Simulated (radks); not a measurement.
Results of a calculation; reference values are marked as such.
Isoelectronic series with 18 electrons, each ion in its NIST ground configuration. Code: a radial shooting solver on a logarithmic mesh with Libxc functionals. Model: Dirac Kohn-Sham, PBE, spin-unpolarised, spherical densities, finite nucleus; Fermi nuclear charge, rms radius of each element as measured or else 0.836 A^(1/3) + 0.57 fm. Total energies (hartree) and orbital eigenvalues (hartree):

ion    configuration  E (hartree)      3p3/2      3p1/2      3s1/2
Ar              [Ar]   -529.23139   -0.37524   -0.38169   -0.89246
Ca2+            [Ar]   -679.66232   -1.57751   -1.59182   -2.28691
Ti4+            [Ar]   -850.22146   -3.27656   -3.30353   -4.18644
Cr6+            [Ar]  -1040.95095   -5.44600   -5.49196   -6.56455
Fe8+            [Ar]  -1251.93646   -8.07582   -8.14883   -9.41268
Ni10+           [Ar]  -1483.28950  -11.16131  -11.27142  -12.72813
Zn12+           [Ar]  -1735.14029  -14.70014  -14.85960  -16.51086
Ge14+           [Ar]  -2007.63686  -18.69121  -18.91475  -20.76239
Se16+           [Ar]  -2300.94380  -23.13416  -23.43922  -25.48524
Kr18+           [Ar]  -2615.24100  -28.02911  -28.43614  -30.68270
Sr20+           [Ar]  -2950.72484  -33.37651  -33.90926  -36.35870
Zr22+           [Ar]  -3307.60810  -39.17707  -39.86288  -42.51773
Mo24+           [Ar]  -3686.11896  -45.43171  -46.30183  -49.16480
